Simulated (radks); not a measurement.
The numbers below are computed, except where a source is named.
Task: Level of theory: scalar-relativistic Kohn-Sham, PBE, spin-polarised, spherical densities, finite nucleus; open shells are filled with parallel spins first; Fermi nuclear charge, rms radius of each element as measured or else 0.836 A^(1/3) + 0.57 fm (a radial shooting solver on a logarithmic mesh with Libxc functionals). Response by self-consistent Sternheimer equations with the Hartree and adiabatic LDA kernel, the relativistic mass of each level held fixed and spin-orbit coupling left out. For heavy and open-shell atoms this level of theory can miss by tens of per cent. Estimate the static dipole polarisabilities of K ([Ar] 4s1) and Mn6+ ([Ar] 3d1) and the C6 coefficients of the three pairs.

Result: alpha = 281.9 and 0.7363 bohr^3; C6 = 3719 (K-K), 22.63 (K-Mn6+), 1.141 (Mn6+-Mn6+) hartree bohr^6.
